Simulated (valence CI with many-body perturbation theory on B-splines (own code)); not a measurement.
**Lu³⁸⁺: calculated level list**

Method: configuration interaction combined with many-body perturbation theory (CI+MBPT): five valence electrons over a frozen Dirac-Fock core [Ar] 3d10, a basis of 9 s, 9 p, 8 d, 6 f, 3 g, 1 h functions for each j, with the one-electron correlation potential Σ1, the two-electron term Σ2, the three-electron term Σ3, Breit, model QED; selected CI, second order for the rest (own B-spline code, finite nucleus).

The last digits are not significant, and no measured levels were compared; by estimate large intervals hold to a few tenths of a per cent, small ones and those within an open d or f shell to about a per cent. Among the levels kept, up to 300 cm⁻¹ of a level comes from second order outside the variational space, and about a tenth of that is noise between levels of different J, which matters for small intervals.

Levels 1 to 45 of 53, with energies above the lowest level, (4s^2 4p1/2^2 4p3/2) J=3/2. "Leading %" is the weight of the configuration and term that name the level; weights of strongly mixed levels are sums over their largest components and can fall short. In the jj column 3d3/2^4 stands for four electrons in 3d with j = 3/2. Lifetimes count E1, E2, E3, M1 and M2 decay at the calculated energies, and are blank where another channel may lead or the interval is too uncertain; long ones can be off by a factor of two.

```tsv
No.	Configuration	Term	J	E (eV)	Leading %	Leading jj	g	Lifetime
1	4s²4p³	²P°	3/2	0.00	46	4s^2 4p1/2^2 4p3/2 (99 %)	1.372	
2	4s²4p³	⁴S°	3/2	70.39	54	4s^2 4p1/2 4p3/2^2 (98 %)	1.452	280 ns
3	4s²4p³	²D°	5/2	75.53	99	4s^2 4p1/2 4p3/2^2 (99 %)	1.196	1.37 μs
4	4s²4p³	²P°	1/2	81.98	99	4s^2 4p1/2 4p3/2^2 (99 %)	0.660	404 ns
5	4s²4p²4d	²D	3/2	142.93	36	4s^2 4p1/2^2 4d3/2 (95 %)	0.798	157 ps
6	4s²4p³	²P°	3/2	153.28	52	4s^2 4p3/2^3 (98 %)	1.299	141 ns
7	4s4p⁴	⁴P	5/2	156.22	51	4s 4p1/2^2 4p3/2^2 (68 %)	1.427	89.0 ps
8	4s4p⁴	⁴P	5/2	169.93	21	4s^2 4p1/2^2 4d5/2 (67 %)	1.260	3.73 ps
9	4s4p⁴	²S	1/2	174.76	56	4s 4p1/2^2 4p3/2^2 (92 %)	2.136	5.21 ps
10	4s4p⁴	²P	3/2	177.02	35	4s 4p1/2^2 4p3/2^2 (84 %)	1.163	2.62 ps
11	4s²4p²4d	⁴F	3/2	213.15	35	4s^2 4p1/2 4p3/2 4d3/2 (94 %)	0.922	26.4 ps
12	4s²4p²4d	²F	5/2	213.17	46	4s^2 4p1/2 4p3/2 4d3/2 (97 %)	0.966	156 ps
13	4s²4p²4d	⁴D	1/2	213.59	78	4s^2 4p1/2 4p3/2 4d3/2 (97 %)	0.227	134 ps
14	4s²4p²4d	²G	7/2	218.29	45	4s^2 4p1/2 4p3/2 4d3/2 (94 %)	1.054	14.7 ns
15	4s4p⁴	⁴P	3/2	226.15	41	4s^2 4p1/2 4p3/2 4d5/2 (50 %)	1.503	111 ps
16	4s²4p²4d	⁴D	7/2	229.31	47	4s^2 4p1/2 4p3/2 4d5/2 (99 %)	1.311	1.64 ns
17	4s²4p²4d	²F	5/2	230.80	28	4s^2 4p1/2 4p3/2 4d5/2 (65 %)	1.170	8.17 ps
18	4s²4p²4d	²D	5/2	231.96	35	4s^2 4p1/2 4p3/2 4d3/2 (73 %)	1.258	927 fs
19	4s²4p²4d	²D	3/2	232.74	34	4s^2 4p1/2 4p3/2 4d3/2 (85 %)	1.191	672 fs
20	4s²4p²4d	⁴P	1/2	233.20	35	4s^2 4p1/2 4p3/2 4d3/2 (87 %)	1.626	857 fs
21	4s²4p²4d	²G	9/2	234.97	58	4s^2 4p1/2 4p3/2 4d5/2 (98 %)	1.198	
22	4s²4p²4d	⁴D	3/2	244.04	25	4s^2 4p1/2 4p3/2 4d5/2 (49 %)	1.209	2.95 ps
23	4s²4p²4d	²S	1/2	246.74	33	4s^2 4p1/2 4p3/2 4d5/2 (58 %)	1.502	2.56 ps
24	4s²4p²4d	²F	5/2	247.00	28	4s^2 4p1/2 4p3/2 4d5/2 (66 %)	1.195	1.56 ps
25	4s²4p²4d	²F	7/2	247.11	48	4s^2 4p1/2 4p3/2 4d5/2 (89 %)	1.104	2.68 ps
26	4s²4p²4d	²D	3/2	250.54	35	4s^2 4p1/2 4p3/2 4d5/2 (77 %)	1.146	2.24 ps
27	4s4p⁴	²D	5/2	252.56	39	4s^2 4p1/2 4p3/2 4d5/2 (48 %)	1.253	1.59 ps
28	4s4p⁴	²P	3/2	259.58	38	4s 4p1/2 4p3/2^3 (71 %)	1.064	1.32 ps
29	4s²4p²4d	²P	1/2	261.57	38	4s 4p1/2 4p3/2^3 (49 %)	1.170	1.12 ps
30	4s4p³4d	⁴D°	5/2	301.28	28	4s 4p1/2^2 4p3/2 4d3/2 (92 %)	1.292	33.5 ps
31	4s²4p²4d	²D	3/2	301.95	35	4s^2 4p3/2^2 4d3/2 (90 %)	1.176	817 fs
32	4s²4p²4d	⁴P	1/2	301.99	42	4s^2 4p3/2^2 4d3/2 (88 %)	1.583	921 fs
33	4s4p³4d	⁶D°	3/2	302.06	32	4s 4p1/2^2 4p3/2 4d3/2 (93 %)	1.360	21.0 ps
34	4s4p³4d	⁴P°	1/2	302.09	42	4s 4p1/2^2 4p3/2 4d3/2 (93 %)	2.562	38.9 ps
35	4s²4p²4d	²D	5/2	302.71	29	4s^2 4p3/2^2 4d3/2 (86 %)	1.199	937 fs
36	4s4p³4d	⁴F°	7/2	304.17	25	4s 4p1/2^2 4p3/2 4d3/2 (81 %)	1.307	68.4 ps
37	4s²4p²4d	²F	7/2	304.68	45	4s^2 4p3/2^2 4d3/2 (68 %)	1.201	1.27 ps
38	4s²4p²4d	²P	1/2	306.68	45	4s^2 4p3/2^2 4d5/2 (75 %)	1.319	283 ps
39	4s²4p²4d	²F	7/2	307.63	61	4s^2 4p3/2^2 4d5/2 (72 %)	1.152	3.52 ps
40	4s²4p²4d	⁴F	9/2	308.14	58	4s^2 4p3/2^2 4d5/2 (98 %)	1.239	240 ns
41	4s²4p²4d	²D	3/2	312.50	65	4s^2 4p3/2^2 4d3/2 (88 %)	0.893	994 fs
42	4s4p³4d	⁴F°	3/2	312.90	27	4s 4p1/2^2 4p3/2 4d3/2 (76 %)	0.975	5.56 ps
43	4s4p³4d	⁴G°	5/2	314.20	20	4s 4p1/2^2 4p3/2 4d3/2 (65 %)	0.888	15.9 ps
44	4s4p³4d	⁴F°	9/2	316.77	44	4s 4p1/2^2 4p3/2 4d5/2 (95 %)	1.379	56.8 ps
45	4s²4p²4d	²D	5/2	320.71	77	4s^2 4p3/2^2 4d5/2 (98 %)	1.204	570 ps
```

Where two levels of one J and parity lie close, their mixing, g and order are uncertain.

The ionisation energy to 4s²4p² ³P0 of the next ion comes out as 1748.9 eV (NIST: 1747 ± 4 eV (theoretical)). All 53 levels together are meant to be complete up to 334.44 eV.
